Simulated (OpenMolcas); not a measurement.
Au3+: moving the ligands

Au3+ with 6 ligands (fluoride) in octahedral coordination (Oh) at 2.16 Å. A charge of +0.5 e stands 2.8 Å behind each ligand. Ligand basis ANO-RCC-VDZP.

```
Program             : OpenMolcas
Method              : CASSCF
Basis               : ANO-RCC-VTZP [8s7p5d3f1g]
Scalar Hamiltonian  : DKH2, point nucleus
Active space        : 8 electrons in 5 orbitals (5d)
State averaging     : 2S+1 = 3 even, 10 roots; 2S+1 = 1 even, 15 roots
Spin-orbit coupling : state interaction with AMFI integrals over the reference wave functions
```

Runs around this geometry, states (labels of O, the rotations of Oh). Energies in cm-1 above the lowest state or level, χT in cm3 K/mol; 10Dq and B are least-squares fits to the states below 45000 cm-1, weighted by degeneracy, with a free offset, and given where the rms deviation is under 5 % of |10Dq| (or 100 cm-1) and under 700 cm-1.

```
R (Å)  Ground state  First state of that spin   10Dq  B (rms of fit)  First gap with spin-orbit (degeneracies)  χT at 300 K  First state of another spin
 2.09           3A2                 3T2 18711  18634        810 (65)                              10031 (3, 2)        1.640                     1E 12003
 2.16           3A2                 3T2 15910  15886        816 (62)                               9372 (3, 2)        1.730                     1E 11949
 2.28           3A2                 3T2 12220                                                      7947 (3, 2)        1.871                     1E 11811
```

Taking the first state of the same spin as R^-n, n = -ln(12220 / 18711) / ln(2.28 / 2.09) = 4.9 between the shortest and longest distance.

Without dynamic correlation the repulsion within the d shell is too large (B by tens of per cent), so at a given field states of lower spin stand too high. Real 4d8 and 5d8 ions are as a rule square planar and diamagnetic. With metal d orbitals alone the field can be off either way by tens of per cent. Ligand-to-metal charge-transfer states are missing. With no ligand orbital active B as a rule stays too high, so bands that hang on it stand too high and its fall with covalency is understated. The least metal-like active orbital is 79 % on the metal (Löwdin) and no ligand orbital is active, so the numbers are rough (holds for R = 2.09). The least metal-like active orbital is 80 % on the metal (Löwdin) and no ligand orbital is active, so the numbers are rough (holds for R = 2.16). The least metal-like active orbital is 81 % on the metal (Löwdin) and no ligand orbital is active, so the numbers are rough (holds for R = 2.28). No measured value stands beside these numbers; the geometry was imposed, not optimised, and the real ion may take another.
